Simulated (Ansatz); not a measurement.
A set of 12 reactions (hydrogenolysis), with CCSD(T)/CBS values in kJ/mol:

```
                                               reaction      ΔE
       `O=[CH][GeH2][SeH]` + H₂ → `O=[CH][GeH3]` + H₂Se    43.8
                        `CB(O)OCF` + H₂ → `CBO` + `OCF`   108.1
                         `OCB(F)Br` + H₂ → `OCBF` + HBr    65.9
           `CC[AsH][SiH3]` + H₂ → `[SiH3][AsH2]` + `CC`   -51.9
      `[AlH2][SiH2][GeH3]` + H₂ → GeH₄ + `[AlH2][SiH3]`     8.4
       `O=[CH][GeH2][SeH]` + H₂ → `[GeH3][SeH]` + `C=O`   -36.9
  `C[NH][Ga]([SH])[Cl]` + H₂ → `[SH][GaH][Cl]` + CH₃NH₂    23.9
`[OH][Al]1[O]C[SiH2]1` + H₂ → `C1[O][AlH][SiH2]1` + H₂O   117.2
                  `FCOC(F)[SiH3]` + H₂ → `FCOCF` + SiH₄   -49.1
     `S[S][In]([Br])[Br]` + H₂ → `[Br][InH][Br]` + `SS`    63.8
                    `F[SiH2]Cl` + H₂ → `[SiH3]Cl` + H–F   120.9
              `F/C=C\C=C(F)F` + H₂ → `C=CC=C(F)F` + H–F  -100.1
```

Calculated with Ansatz (gas phase, PBE0-D4/def2-TZVP geometries, no zero-point term in ΔE). CCSD(T)/CBS adds triple-zeta CCSD(T) − MP2 to the extrapolated MP2 energy (def2 sets, frozen cores). Small cases extrapolate CCSD(T) itself. Functionals use def2-TZVPP. Elements past krypton have def2 core potentials. For As, Br, Ga, Ge, In, Se outer-core shells are correlated without core-valence functions, which leaves a few kJ/mol of doubt a bond. Scalar relativity is left out up to krypton. One conformer a species, not always the lowest.

Give the mean, mean absolute and largest difference (level minus CCSD(T)/CBS, kJ/mol) for: PBE-D4, r2SCAN-D4, PBE0-D4, ωB97M-V, B2PLYP, PBE, PBE0, HF/def2-TZVPP, CCSD(T)/def2-TZVPP, HF/def2-QZVPP, MP2/def2-QZVPP, SCS-MP2/def2-QZVPP, HF/CBS(def2), MP2/CBS(def2). (An estimate is asked.)

Ansatz gave: 
```
             level   mean  mean absolute  largest
            PBE-D4    3.0            6.6     21.6
         r2SCAN-D4    4.4            6.0     21.0
           PBE0-D4   -1.9            4.9     12.3
           ωB97M-V   -1.8            4.8     13.9
            B2PLYP   -3.7            6.2    -10.0
               PBE   -2.4            7.3     20.6
              PBE0   -6.8            8.7    -18.4
     HF/def2-TZVPP  -21.3           21.4    -33.5
CCSD(T)/def2-TZVPP   -2.0            2.9     -6.4
     HF/def2-QZVPP  -21.6           21.7    -34.5
    MP2/def2-QZVPP    5.3            5.8      9.9
SCS-MP2/def2-QZVPP   -0.4            2.2     -6.3
      HF/CBS(def2)  -21.6           21.7    -34.7
     MP2/CBS(def2)    6.1            6.9     13.0
```

The largest T1 diagnostic in the set is 0.016, for `C1[O][AlH][SiH2]1` (customary mark 0.02).

CCSD(T)/CBS is a level of theory with its own doubt, and the functionals carry their triple-zeta basis error, so these figures describe this set and don't rank the functionals.
